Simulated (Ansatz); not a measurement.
Isolated molecules relaxed with PBE0-D4/def2-TZVP in Ansatz; ΔE leaves out vibrations. CBS: MP2 limit from def2 TZ/QZ plus the TZ coupled-cluster correction, frozen cores. This one scheme is used for every species. Functionals use def2-TZVPP. For Ge outer-core shells are correlated without core-valence functions, which leaves a few kJ/mol of doubt a bond. Scalar relativity is left out up to krypton. One conformer a species, not always the lowest.

Reaction (formal exchange of groups at the Si–S bond): `O[SiH](Cl)[S][GeH2][Cl]` + `C=O` → `O=C[SiH](O)Cl` + `[SH][GeH2][Cl]`

```tsv
level	ΔE (eV)
ωB97X-V	0.85
MP2/def2-TZVPP	0.97
```

(1) What does CCSD(T)/CBS give? (An estimate is asked.)

Largest T1 diagnostic among the species: 0.015.

Answers

(1) The calculation gave: +0.90 eV. The listed levels differ from it by -0.05, 0.07 eV.

From PBE to PBE0 (25 % exact exchange), in def2-TZVPP and without D4, ΔE moves by +0.06 eV. The D4 term adds +0.15 eV with B3LYP and +0.08 eV with PBE0; it sums over pairs of atoms, weighted by their polarisabilities, and B3LYP, whose exchange is more repulsive, gets the larger term.

B3LYP here is the variant with VWN-RPA as its local correlation; programs differ in this.
